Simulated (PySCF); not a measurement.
Atom-mapped SMILES (the numbers label the heavy atoms): `[NH2:1][Si:2]([SiH3:3])([SiH3:4])[C:5]([F:6])([F:7])[F:8]` (H(Xn): hydrogen on atom n).

[PySCF 2.14.0 with density-fitted response routines: σ from GIAO-PBE0/pcSseg-1; geometry: GFN2-xTB; one computed conformer; isolated molecule; relativity neglected; fast rotation and ring inversion assumed for equivalent nuclei]

Referencing at the same level of theory: 13C and 1H and 29Si against TMS; 15N vs NH3; 19F vs CFCl3.

```tsv
atoms	nucleus	count	Hirshfeld charge	δ (ppm)
H(N1)	1H	2	0.12	?
C5	13C	1	0.16	142.9
Si2	29Si	1	0.24	?
F6/F7/F8	19F	3	-0.11	-74.8
H(Si3)/H(Si4)	1H	6	-0.07	3.64
Si3/Si4	29Si	2	0.21	-110.0
N1	15N	1	-0.32	4.1
```

Q: Estimate the values marked ?.

A: 
- H(N1): 0.06 ppm, hydrogen on a nitrogen bonded to Si; labile proton, position sensitive to the medium
- Si2: -16.7 ppm, silicon bonded to C, N, 2 Si

OH/NH shifts are gas-phase values; hydrogen bonding in solution moves them, usually downfield. Shifts are as computed. Against solution values, carbons near 30 ppm lie about +3 ppm off and those near 130 ppm about +5 ppm (rms about the fit 2.1 ppm; single classes can miss by 10 ppm). Of 1328 compounds with measured shifts, 309 miss one by over three times the rms of a fit or turn the order of signals round; such compounds aren't used in these exercises. Signals without a measured value on file couldn't be tested in this way; 1H shifts scatter by 0.2 ppm about their fit, and single ones miss by 0.5 ppm. Unscaled 19F shifts against computed CFCl3 carry errors that often reach 10 to 50 ppm. Experimental scales use liquid or dissolved standards, which lie at an offset from isolated NH3 (liquid NH3: subtract about 20 ppm).
